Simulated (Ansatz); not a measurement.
A nudged elastic band was laid between two geometries of BCl2H2N + H2 (8 atoms, charge 0, multiplicity 1).

The calculation used RKS revPBE-D4/def2-SVP (Ansatz 0.2.0).

| Property | Result |
| --- | --- |
| movable images | 7 |
| climbing image | yes |
| spring | 5.0 eV/Å² |
| optimiser | quadratic models (default) |
| start path | through a guess of the saddle point |
| force threshold | 0.03 eV/Å |
| iteration limit | 60 |
| end points | relaxed |

Image 0:

```xyz
8
Properties=species:S:1:pos:R:3
B 0.052 -0.459 0.276
N 0.062 -0.494 1.677
H -0.777 -0.681 2.225
H 0.913 -0.353 2.220
Cl 1.554 -0.139 -0.621
Cl -1.464 -0.727 -0.614
H -0.615 2.860 0.466
H -0.516 2.447 1.102
```

Image 8:

```xyz
8
Properties=species:S:1:pos:R:3
B -0.036 0.499 0.061
N -0.146 0.275 1.684
H -0.311 -0.725 1.881
H 0.729 0.555 2.155
Cl 1.441 -0.509 -0.424
Cl -1.648 -0.151 -0.583
H 0.112 1.696 -0.125
H -0.931 0.814 2.080
```

(1) What changes between the two ends?

(2) Give the energies along the band, and the barrier.

(3) What is the geometry of the highest image?

(4) What are the harmonic wavenumbers there?

The band took 17 iterations and about 4 core-minutes.

## Answers

(1) Bonds broken: H7–H8. Bonds formed: B1–H7, N2–H8. BCl2H2N + H2 becomes BCl2H4N.

(2) The run converged. The highest image is number 4 of 0 to 8, 1.61 eV above the first end and 1.69 eV above the last; the last end lies 0.07 eV below the first. A vibrational analysis at the climbing image gives one clearly imaginary mode, 1324i cm⁻¹: a first-order saddle point. The orbitals stay closed-shell, which can raise the energy where a bond breaks towards radicals; this wasn't checked here.

| image | path coordinate (Å) | energy (eV) | H7–H8 (Å) | B1–H7 (Å) | N2–H8 (Å) |
| --- | --- | --- | --- | --- | --- |
| 0 | 0.00 | 0.00 | 0.77 | 3.39 | 3.05 |
| 1 | 0.53 | 0.03 | 0.76 | 2.95 | 2.69 |
| 2 | 1.05 | 0.18 | 0.76 | 2.46 | 2.35 |
| 3 | 1.58 | 0.82 | 0.79 | 1.92 | 1.89 |
| 4 | 2.10 | 1.61 | 1.03 | 1.46 | 1.39 |
| 5 | 2.73 | 0.45 | 1.70 | 1.25 | 1.04 |
| 6 | 3.35 | -0.01 | 2.38 | 1.22 | 1.03 |
| 7 | 3.97 | -0.05 | 2.48 | 1.22 | 1.03 |
| 8 | 4.59 | -0.07 | 2.59 | 1.22 | 1.03 |

(3) 
```xyz
8
Properties=species:S:1:pos:R:3
B -0.092 0.258 0.235
N -0.066 0.104 1.785
H -0.849 -0.411 2.200
H 0.837 -0.150 2.197
Cl 1.517 0.035 -0.564
Cl -1.563 -0.439 -0.559
H -0.315 1.704 0.234
H -0.260 1.353 1.203
```

(4) 1324i, 218, 236, 308, 412, 586, 687, 732, 770, 940, 1016, 1034, 1310, 1461, 1868, 1963, 3453, 3574 cm⁻¹.

Time of the run: 2.1 min on 2 threads of Arm Neoverse V2, with other jobs on the host, peak memory 0.12 GiB.
